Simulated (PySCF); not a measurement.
F4H2OSi2, SMILES F[SiH2]O[Si](F)(F)F. The structure is a stationary point at PBE0-D3(BJ)/def2-SVP. The values are those of a single conformer.

**Question.** Give the equilibrium geometry at PBE0-D3(BJ)/def2-SVP (PySCF confirms it by a frequency run) as a Z-matrix. (The exact figures need the calculation; the answer reports its results.)

**Answer.** This is not unique; one that fits is 
```
O
Si 1 1.6112
F 2 1.5917 1 111.05
F 2 1.5919 3 108.19 1 120.78
F 2 1.5941 3 108.26 4 117.19
Si 1 1.6551 2 150.66 3 -98.03
F 6 1.6147 1 107.98 2 44.36
H 6 1.4786 7 108.91 1 -116.81
H 6 1.4809 8 114.38 7 121.23
```
